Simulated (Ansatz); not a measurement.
Reaction (homolysis of the Si–Si bond): `O[SiH](F)[SiH2]S` → `O[SiH]F`• + `[SiH2]S`•

Gas-phase electronic energies from Ansatz, PBE0-D4/def2-TZVP geometries. CCSD(T)/CBS is the MP2 limit (def2-TZVPP, def2-QZVPP) plus CCSD(T) − MP2 in def2-TZVPP, frozen cores. Functionals use def2-TZVPP. B3LYP here is the variant with VWN-RPA as its local correlation; programs differ in this. No spin–orbit coupling; open shells (•) take unrestricted orbitals. One conformer a species, not always the lowest.

```json
{"level": "PBE-D4", "ΔE (kJ/mol)": "314.0", "difference from CCSD(T)/CBS": "-23.1"}
{"level": "r2SCAN-D4", "ΔE (kJ/mol)": "306.5", "difference from CCSD(T)/CBS": "-30.6"}
{"level": "PBE0-D4", "ΔE (kJ/mol)": "320.4", "difference from CCSD(T)/CBS": "-16.7"}
{"level": "B3LYP-D4", "ΔE (kJ/mol)": "314.7", "difference from CCSD(T)/CBS": "-22.4"}
{"level": "ωB97X-V", "ΔE (kJ/mol)": "338.2", "difference from CCSD(T)/CBS": "1.1"}
{"level": "ωB97M-V", "ΔE (kJ/mol)": "336.4", "difference from CCSD(T)/CBS": "-0.7"}
{"level": "B2PLYP", "ΔE (kJ/mol)": "311.1", "difference from CCSD(T)/CBS": "-26.0"}
{"level": "PBE", "ΔE (kJ/mol)": "303.0", "difference from CCSD(T)/CBS": "-34.1"}
{"level": "r2SCAN", "ΔE (kJ/mol)": "303.5", "difference from CCSD(T)/CBS": "-33.6"}
{"level": "PBE0", "ΔE (kJ/mol)": "310.5", "difference from CCSD(T)/CBS": "-26.6"}
{"level": "B3LYP", "ΔE (kJ/mol)": "297.0", "difference from CCSD(T)/CBS": "-40.1"}
{"level": "HF/def2-TZVPP", "ΔE (kJ/mol)": "239.5", "difference from CCSD(T)/CBS": "-97.6"}
{"level": "MP2/def2-TZVPP", "ΔE (kJ/mol)": "326.4", "difference from CCSD(T)/CBS": "-10.7"}
{"level": "SCS-MP2/def2-TZVPP", "ΔE (kJ/mol)": "328.2", "difference from CCSD(T)/CBS": "-8.9"}
{"level": "CCSD/def2-TZVPP", "ΔE (kJ/mol)": "319.9", "difference from CCSD(T)/CBS": "-17.2"}
{"level": "CCSD(T)/def2-TZVPP", "ΔE (kJ/mol)": "325.9", "difference from CCSD(T)/CBS": "-11.2"}
{"level": "HF/def2-QZVPP", "ΔE (kJ/mol)": "237.5", "difference from CCSD(T)/CBS": "-99.6"}
{"level": "MP2/def2-QZVPP", "ΔE (kJ/mol)": "332.1", "difference from CCSD(T)/CBS": "-5.0"}
{"level": "SCS-MP2/def2-QZVPP", "ΔE (kJ/mol)": "335.0", "difference from CCSD(T)/CBS": "-2.1"}
{"level": "HF/CBS(def2)", "ΔE (kJ/mol)": "237.2", "difference from CCSD(T)/CBS": "-99.9"}
{"level": "MP2/CBS(def2)", "ΔE (kJ/mol)": "337.5", "difference from CCSD(T)/CBS": "0.4"}
{"level": "CCSD/CBS(def2)", "ΔE (kJ/mol)": "331.1", "difference from CCSD(T)/CBS": "-6.0"}
{"level": "CCSD(T)/CBS", "ΔE (kJ/mol)": "337.1", "difference from CCSD(T)/CBS": "0"}
```

Largest T1 diagnostic among the species: 0.016.

The D4 term adds +17.7 kJ/mol with B3LYP and +9.9 kJ/mol with PBE0; it sums over pairs of atoms, weighted by their polarisabilities, and B3LYP, whose exchange is more repulsive, gets the larger term. In def2-TZVPP, CCSD(T) changes the Hartree–Fock value by +86.4 kJ/mol (the triples alone add +6.0 kJ/mol) and MP2 by +86.9 kJ/mol; breaking electron pairs costs correlation energy, which Hartree–Fock lacks.
